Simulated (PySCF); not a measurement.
## Calculated data, AlClGeO, B2GeH5O, GeH4NOSi, ClGeH3OSi and others

Computed with PySCF 2.14.0. Calculation on a computer-drawn molecule: optimised geometry and harmonic frequencies of an isolated molecule of the commonest isotopes, restricted reference for singlets and unrestricted otherwise, frozen core in MP2; on germanium a core potential holds 10 electrons, which the energies leave out, and 3d is frozen in MP2 and coupled-cluster steps.

Common to all runs: method HF; basis and core potential on germanium cc-pVDZ-PP ECP10MDF.

```yaml
- entry: 1
  formula: AlClGeO
  start_structure:
    atoms_angstrom:
      - [O, 0.7727, 1.2814, 3.7538]
      - [Al, -0.0582, 1.2378, 2.4368]
      - [Ge, -1.2982, 0.9272, 0.1409]
      - [Cl, -1.0122, -1.1604, -0.0081]
  given:
    charge: 0
    multiplicity: 1
    basis: "cc-pV(D+d)Z"
    drawn_bonds_atom: [1, 2, 3]
    drawn_bonds_other_atom: [2, 3, 4]
    drawn_bonds_order: [2, 1, 1]
  results:
    optimised_atom_element: [O, Al, Ge, Cl]
    "optimised_atom_x [angstrom]": [0.7553, -0.01295, -1.325, -1.013]
    "optimised_atom_y [angstrom]": [1.339, 1.154, 0.9877, -1.194]
    "optimised_atom_z [angstrom]": [3.782, 2.419, 0.1359, -0.01381]
    "modes_frequency [cm^-1]": [72.71, 131.8, 178.8, 259.0, 394.8, 1192]
    "modes_reduced_mass [dalton]": [25.25, 21.58, 24.34, 30.4, 41.41, 19.06]
    "rotational_constants [GHz]": [4.787, 1.331, 1.042]
    "total_energy [hartree]": -1069.6779
    "convergence_status_largest_gradient_component [hartree/bohr]": 3.3e-05
- entry: 2
  formula: B2GeH5O
  start_structure:
    atoms_angstrom:
      - [B, 0.925, 2.9735, -4.1027]
      - [O, 0.996, 2.2354, -3.13]
      - [B, 1.1782, 1.3492, -2.0875]
      - [Ge, -0.3328, -0.0127, -1.8766]
      - [H, 0.8766, 3.698, -4.9112]
      - [H, 2.0518, 1.4985, -1.3361]
      - [H, -1.0117, 0.2005, -0.4949]
      - [H, -1.3254, 0.0564, -2.9189]
      - [H, 0.1803, -1.3485, -1.8713]
  given:
    charge: 1
    multiplicity: 1
    basis: cc-pVDZ
    drawn_bonds_atom: [1, 2, 3, 1, 3, 4, 4, 4]
    drawn_bonds_other_atom: [2, 3, 4, 5, 6, 7, 8, 9]
    drawn_bonds_order: [1, 1, 1, 1, 1, 1, 1, 1]
  results:
    optimised_atom_element: [B, O, B, Ge, H, H, H, H, H]
    "optimised_atom_x [angstrom]": [0.9711, 1.051, 1.124, -0.4066, 0.8939, 2.097, -1.056, -1.396, 0.2594]
    "optimised_atom_y [angstrom]": [3.039, 2.274, 1.325, -0.09677, 3.776, 1.535, 0.1771, 0.08486, -1.465]
    "optimised_atom_z [angstrom]": [-4.104, -3.165, -2.027, -1.8, -5.009, -1.382, -0.4507, -2.948, -1.842]
    "modes_frequency [cm^-1]": [26.08, 97.35, 160.4, 244.9, 452.7, 454.4, 652.8, 804.4, 813.0, 822.1, 838.5, 887.5, 953.9, 959.9, 1171, 1861, 2255, 2272, 2275, 2840, 3022]
    "modes_reduced_mass [dalton]": [1.148, 3.539, 3.318, 5.502, 1.319, 1.347, 1.804, 5.372, 1.497, 1.361, 1.383, 1.044, 1.028, 1.032, 1.232, 5.154, 1.021, 1.023, 1.015, 1.095, 1.188]
    "rotational_constants [GHz]": [19.96, 1.771, 1.661]
    "total_energy [hartree]": -420.2947
    "convergence_status_largest_gradient_component [hartree/bohr]": 2.015e-05
- entry: 3
  formula: GeH4NOSi
  start_structure:
    atoms_angstrom:
      - [O, -3.4275, 2.0523, 0.087]
      - [Si, -2.7217, 1.0825, -0.7356]
      - ["N", -0.9738, 1.0804, -1.0297]
      - [Ge, 0.2595, 2.4253, -0.5816]
      - [H, -3.0887, -0.197, -1.34]
      - [H, -0.7045, 0.459, -1.7438]
      - [H, -0.1648, 2.5487, 0.9535]
      - [H, 1.5642, 1.4385, -0.4571]
  given:
    charge: 0
    multiplicity: 2
    basis: "cc-pV(D+d)Z"
    drawn_bonds_atom: [1, 2, 3, 2, 3, 4, 4]
    drawn_bonds_other_atom: [2, 3, 4, 5, 6, 7, 8]
    drawn_bonds_order: [2, 1, 1, 1, 1, 1, 1]
  results:
    optimised_atom_element: [O, Si, "N", Ge, H, H, H, H]
    "optimised_atom_x [angstrom]": [-3.395, -2.662, -1.014, 0.2349, -3.273, -0.6484, -0.1044, 1.604]
    "optimised_atom_y [angstrom]": [2.036, 1.029, 1.038, 2.3, -0.1178, 0.3356, 2.658, 1.611]
    "optimised_atom_z [angstrom]": [0.07695, -0.7539, -1.048, -0.4439, -1.44, -1.668, 1.004, -0.5741]
    "modes_frequency [cm^-1]": [83.03, 115.1, 181.7, 399.3, 488.4, 562.0, 678.2, 718.4, 760.5, 899.7, 933.9, 978.1, 1264, 1344, 2175, 2223, 2378, 3785]
    "modes_reduced_mass [dalton]": [1.433, 3.206, 3.412, 7.527, 1.21, 2.33, 1.374, 1.427, 1.093, 1.089, 1.296, 2.033, 1.417, 14.02, 1.018, 1.024, 1.045, 1.076]
    "rotational_constants [GHz]": [11.33, 1.593, 1.405]
    "total_energy [hartree]": -713.9672
    spin_squared: 0.754
    "convergence_status_largest_gradient_component [hartree/bohr]": 1.165e-05
- entry: 4
  formula: ClGeH3OSi
  start_structure:
    atoms_angstrom:
      - [Si, 0.0724, -2.2706, 1.4743]
      - [O, -0.6095, -0.9356, 0.7566]
      - [Ge, -1.0236, 0.6512, 0.4681]
      - [Cl, -0.3755, 1.7074, 2.159]
      - [H, 0.6016, -1.6362, 2.7072]
      - [H, -2.5615, 0.6458, 0.4841]
      - [H, -0.3647, 1.1035, -0.7107]
  given:
    charge: 0
    multiplicity: 1
    basis: "cc-pV(D+d)Z"
    drawn_bonds_atom: [1, 2, 3, 1, 3, 3]
    drawn_bonds_other_atom: [2, 3, 4, 5, 6, 7]
    drawn_bonds_order: [1, 1, 1, 1, 1, 1]
  results:
    optimised_atom_element: [Si, O, Ge, Cl, H, H, H]
    "optimised_atom_x [angstrom]": [-0.1076, -1.126, -1.096, -0.768, 1.222, -2.465, 0.07962]
    "optimised_atom_y [angstrom]": [-2.236, -1.088, 0.5731, 1.869, -1.494, 0.885, 0.7556]
    "optimised_atom_z [angstrom]": [1.835, 1.22, 0.6145, 2.314, 1.637, 0.04689, -0.3291]
    "modes_frequency [cm^-1]": [41.37, 127.2, 179.5, 279.2, 432.6, 538.7, 601.7, 721.3, 853.8, 923.9, 965.9, 1023, 2034, 2299, 2316]
    "modes_reduced_mass [dalton]": [5.06, 3.844, 2.048, 3.072, 34.64, 4.747, 1.359, 1.07, 1.207, 1.093, 1.15, 3.882, 1.043, 1.021, 1.019]
    "rotational_constants [GHz]": [4.904, 1.568, 1.242]
    "total_energy [hartree]": -1118.4840
    "convergence_status_largest_gradient_component [hartree/bohr]": 9.286e-06
- entry: 5
  formula: B2GeH6N
  start_structure:
    atoms_angstrom:
      - [B, -0.9346, -3.2079, 0.7498]
      - [Ge, -0.6229, -1.3499, 1.334]
      - [B, -0.1559, -0.1064, -0.1186]
      - ["N", 1.2194, 0.3458, -0.2538]
      - [H, -1.7425, -3.7556, 0.224]
      - [H, -1.8113, -0.8202, 2.1724]
      - [H, 0.3542, -1.2721, 2.5113]
      - [H, -0.9488, 0.2968, -0.9157]
      - [H, 1.8682, 0.0096, 0.3805]
      - [H, 1.4902, 0.8825, -0.9582]
  given:
    charge: 0
    multiplicity: 2
    basis: cc-pVDZ
    drawn_bonds_atom: [1, 2, 3, 1, 2, 2, 3, 4, 4]
    drawn_bonds_other_atom: [2, 3, 4, 5, 6, 7, 8, 9, 10]
    drawn_bonds_order: [1, 1, 1, 1, 1, 1, 1, 1, 1]
  results:
    optimised_atom_element: [B, Ge, B, "N", H, H, H, H, H, H]
    "optimised_atom_x [angstrom]": [-1.013, -0.6166, -0.06954, 1.2, -1.991, -1.854, 0.5117, -0.8502, 1.909, 1.489]
    "optimised_atom_y [angstrom]": [-3.287, -1.372, -0.1285, 0.4226, -3.8, -0.7972, -1.43, 0.1223, 0.2696, 1.022]
    "optimised_atom_z [angstrom]": [0.7457, 1.433, -0.165, -0.2345, 0.2829, 2.153, 2.484, -1.044, 0.4521, -0.9808]
    "modes_frequency [cm^-1]": [53.8, 134.1, 173.6, 234.1, 436.8, 508.6, 529.9, 585.2, 626.5, 643.9, 736.0, 769.2, 955.3, 964.0, 975.0, 1215, 1396, 1758, 2150, 2169, 2685, 2746, 3802, 3904]
    "modes_reduced_mass [dalton]": [2.867, 1.623, 1.758, 2.523, 1.421, 1.207, 1.902, 3.8, 1.294, 1.535, 1.154, 1.127, 1.064, 1.116, 1.123, 1.458, 3.63, 1.216, 1.023, 1.016, 1.096, 1.095, 1.051, 1.099]
    "rotational_constants [GHz]": [10.64, 2.494, 2.238]
    "total_energy [hartree]": -400.6434
    spin_squared: 0.7568
    "convergence_status_largest_gradient_component [hartree/bohr]": 6.065e-06
- entry: 6
  formula: AlClGeH2N
  start_structure:
    atoms_angstrom:
      - [Cl, 1.5765, 1.3633, -2.441]
      - [Al, 0.8671, -0.2508, -1.3932]
      - ["N", 0.1774, -1.4547, -0.4365]
      - [Ge, -0.0994, -3.0682, 0.1934]
      - [H, -1.0475, -3.1398, 1.2221]
      - [H, 0.5852, -4.3929, -0.3254]
  given:
    charge: 1
    multiplicity: 1
    basis: "cc-pV(D+d)Z"
    drawn_bonds_atom: [1, 2, 3, 4, 4]
    drawn_bonds_other_atom: [2, 3, 4, 5, 6]
    drawn_bonds_order: [1, 2, 1, 1, 1]
  results:
    optimised_atom_element: [Cl, Al, "N", Ge, H, H]
    "optimised_atom_x [angstrom]": [1.453, 0.8754, 0.4049, -0.07737, -1.105, 0.5081]
    "optimised_atom_y [angstrom]": [1.438, -0.2592, -1.642, -3.06, -3.021, -4.399]
    "optimised_atom_z [angstrom]": [-2.331, -1.394, -0.6304, 0.1524, 1.263, -0.2407]
    "modes_frequency [cm^-1]": [67.29, 75.2, 183.8, 213.5, 351.7, 666.4, 720.7, 736.2, 951.5, 1372, 2327, 2335]
    "modes_reduced_mass [dalton]": [7.727, 13.78, 12.92, 16.05, 32.47, 1.152, 1.08, 26.99, 1.029, 14.34, 1.014, 1.027]
    "rotational_constants [GHz]": [148.4, 0.6686, 0.6656]
    "total_energy [hartree]": -1050.2234
    "convergence_status_largest_gradient_component [hartree/bohr]": 3.13e-05
- entry: 7
  formula: GeH6NSi
  start_structure:
    atoms_angstrom:
      - [Si, -2.351, 0.5177, -1.9281]
      - ["N", -1.9345, 0.1355, -0.1856]
      - [Ge, -1.0166, 1.0025, 0.9544]
      - [H, -1.529, 1.7264, -2.1576]
      - [H, -3.8242, 0.7609, -1.9381]
      - [H, -1.831, -0.6473, -2.6284]
      - [H, -2.5099, -0.6629, 0.1695]
      - [H, -0.9106, 0.485, 2.3538]
      - [H, -0.2484, 2.2189, 0.3127]
  given:
    charge: 1
    multiplicity: 1
    basis: "cc-pV(D+d)Z"
    drawn_bonds_atom: [1, 2, 1, 1, 1, 2, 3, 3]
    drawn_bonds_other_atom: [2, 3, 4, 5, 6, 7, 8, 9]
    drawn_bonds_order: [1, 1, 1, 1, 1, 1, 1, 1]
  results:
    optimised_atom_element: [Si, "N", Ge, H, H, H, H, H, H]
    "optimised_atom_x [angstrom]": [-2.349, -1.996, -0.9789, -1.55, -3.794, -1.907, -2.462, -0.8685, -0.2496]
    "optimised_atom_y [angstrom]": [0.5057, 0.1607, 1.009, 1.709, 0.7429, -0.6629, -0.6493, 0.4935, 2.228]
    "optimised_atom_z [angstrom]": [-1.919, -0.1715, 0.9435, -2.197, -2.03, -2.688, 0.2138, 2.355, 0.4456]
    "modes_frequency [cm^-1]": [120.4, 194.5, 255.3, 533.4, 628.5, 664.0, 707.0, 777.5, 814.5, 902.6, 963.9, 1015, 1030, 1046, 1334, 2352, 2367, 2382, 2389, 2396, 3729]
    "modes_reduced_mass [dalton]": [1.229, 3.965, 1.268, 2.127, 1.251, 1.063, 1.089, 1.201, 1.734, 1.229, 1.907, 1.051, 1.054, 1.17, 1.278, 1.014, 1.029, 1.027, 1.04, 1.055, 1.076]
    "rotational_constants [GHz]": [27.44, 2.058, 1.959]
    "total_energy [hartree]": -640.0197
    "convergence_status_largest_gradient_component [hartree/bohr]": 2.545e-05
- entry: 8
  formula: BGeH5NO
  start_structure:
    atoms_angstrom:
      - [B, -0.5614, 0.0142, -1.2115]
      - [Ge, 0.6761, 1.3696, -0.5329]
      - ["N", 2.4519, 1.3444, -0.3203]
      - [O, 0.1247, 2.7066, 0.511]
      - [H, -1.7384, 0.1842, -1.1808]
      - [H, -0.0338, -0.7648, -1.9392]
      - [H, 2.9863, 0.7312, -0.8865]
      - [H, 2.9357, 2.1814, -0.1038]
      - [H, 0.7604, 3.1579, 1.0717]
  given:
    charge: 0
    multiplicity: 2
    basis: cc-pVDZ
    drawn_bonds_atom: [1, 2, 2, 1, 1, 3, 3, 4]
    drawn_bonds_other_atom: [2, 3, 4, 5, 6, 7, 8, 9]
    drawn_bonds_order: [1, 1, 1, 1, 1, 1, 1, 1]
  results:
    optimised_atom_element: [B, Ge, "N", O, H, H, H, H, H]
    "optimised_atom_x [angstrom]": [-0.535, 0.6466, 2.446, 0.1183, -1.714, -0.0102, 2.956, 2.935, 0.7592]
    "optimised_atom_y [angstrom]": [0.06214, 1.342, 1.347, 2.743, 0.2039, -0.8022, 0.6879, 2.222, 3.118]
    "optimised_atom_z [angstrom]": [-1.298, -0.4166, -0.2887, 0.5102, -1.174, -1.938, -0.8475, -0.2382, 1.098]
    "modes_frequency [cm^-1]": [122.8, 170.2, 222.6, 259.8, 288.4, 350.8, 435.6, 648.3, 693.5, 701.8, 755.2, 773.1, 884.5, 949.8, 1197, 1685, 2689, 2803, 3760, 3863, 4153]
    "modes_reduced_mass [dalton]": [5.153, 2.778, 1.242, 2.186, 1.263, 1.031, 1.255, 4.536, 1.245, 1.228, 5.543, 7.998, 1.167, 1.197, 1.144, 1.108, 1.045, 1.133, 1.05, 1.097, 1.067]
    "rotational_constants [GHz]": [7.081, 5.18, 3.002]
    "total_energy [hartree]": -450.2758
    spin_squared: 0.7566
    "convergence_status_largest_gradient_component [hartree/bohr]": 3.27e-05
- entry: 9
  formula: BGeH4N2
  start_structure:
    atoms_angstrom:
      - [B, -2.8233, -0.3623, 2.2359]
      - ["N", -1.7102, -0.473, 1.5306]
      - [Ge, -0.1984, -0.5903, 0.7166]
      - ["N", -0.2104, -1.3191, -0.8369]
      - [H, -3.7786, -0.2975, 2.7483]
      - [H, 1.1165, -0.0754, 1.3394]
      - [H, 0.6199, -1.4737, -1.4004]
      - [H, -1.0207, -1.7021, -1.3389]
  given:
    charge: 1
    multiplicity: 1
    basis: cc-pVDZ
    drawn_bonds_atom: [1, 2, 3, 1, 3, 4, 4]
    drawn_bonds_other_atom: [2, 3, 4, 5, 6, 7, 8]
    drawn_bonds_order: [2, 1, 1, 1, 1, 1, 1]
  results:
    optimised_atom_element: [B, "N", Ge, "N", H, H, H, H]
    "optimised_atom_x [angstrom]": [-2.792, -1.743, -0.2332, -0.1796, -3.771, 1.04, 0.6695, -0.9953]
    "optimised_atom_y [angstrom]": [-0.3666, -0.5013, -0.6113, -1.336, -0.2471, -0.1004, -1.432, -1.698]
    "optimised_atom_z [angstrom]": [2.202, 1.517, 0.7071, -0.8619, 2.83, 1.314, -1.39, -1.324]
    "modes_frequency [cm^-1]": [110.5, 140.8, 267.6, 428.6, 478.4, 639.2, 700.0, 764.7, 829.7, 832.9, 881.9, 931.9, 1666, 1907, 2396, 3013, 3754, 3871]
    "modes_reduced_mass [dalton]": [3.348, 3.592, 4.596, 1.369, 1.087, 1.044, 6.028, 1.132, 1.332, 1.341, 5.359, 1.234, 1.117, 5.709, 1.021, 1.177, 1.049, 1.102]
    "rotational_constants [GHz]": [17.73, 3.142, 2.669]
    "total_energy [hartree]": -429.0868
    "convergence_status_largest_gradient_component [hartree/bohr]": 2.416e-05
- entry: 10
  formula: AlClGeH3O
  start_structure:
    atoms_angstrom:
      - [O, -2.7068, 2.2664, 0.2566]
      - [Al, -1.7498, 1.209, 0.9281]
      - [Ge, -0.0207, -0.4048, 1.8749]
      - [Cl, 1.7456, -0.3881, 0.9347]
      - [H, -3.292, 2.8768, -0.1669]
      - [H, 0.1281, 0.1253, 3.3716]
      - [H, -0.7699, -1.8072, 1.9285]
  given:
    charge: 1
    multiplicity: 1
    basis: "cc-pV(D+d)Z"
    drawn_bonds_atom: [1, 2, 3, 1, 3, 3]
    drawn_bonds_other_atom: [2, 3, 4, 5, 6, 7]
    drawn_bonds_order: [1, 1, 1, 1, 1, 1]
  results:
    "rotational_constants [GHz]": null
    "total_energy [hartree]": null
```

Questions
1. Give the missing rotational constants for AlClGeH3O (entry 10).
2. Estimate the total energy of AlClGeH3O (entry 10).
3. Give the table of modes values for AlClGeH3O (entry 10).

Calculated values
1. 5.062, 1.231, 1.003 GHz
2. -1071.2595 hartree
3. 
Modes:
```csv
frequency (cm⁻¹),reduced mass (dalton)
66.92,10.49
121.8,6.426
168.7,14.55
244.9,19.48
373.6,1.14
374.7,1.142
457.2,36.02
471,1.121
662.2,1.034
770.6,1.041
908.8,1.021
1076,11.25
2316,1.014
2331,1.027
4238,1.073
```

Further results for AlClGeH3O (entry 10):

* convergence status largest gradient component: 2.667e-05 hartree/bohr

Optimised structure:
```xyz
7
AlClGeH3O
O     -2.6798     2.2531     0.2219
Al    -1.7126     1.2024     0.9504
Ge    -0.0981    -0.4556     2.0487
Cl     1.6050    -0.2421     0.7772
H     -3.2269     2.8757    -0.2259
H      0.1751     0.0677     3.4411
H     -0.7284    -1.8237     1.9141
```
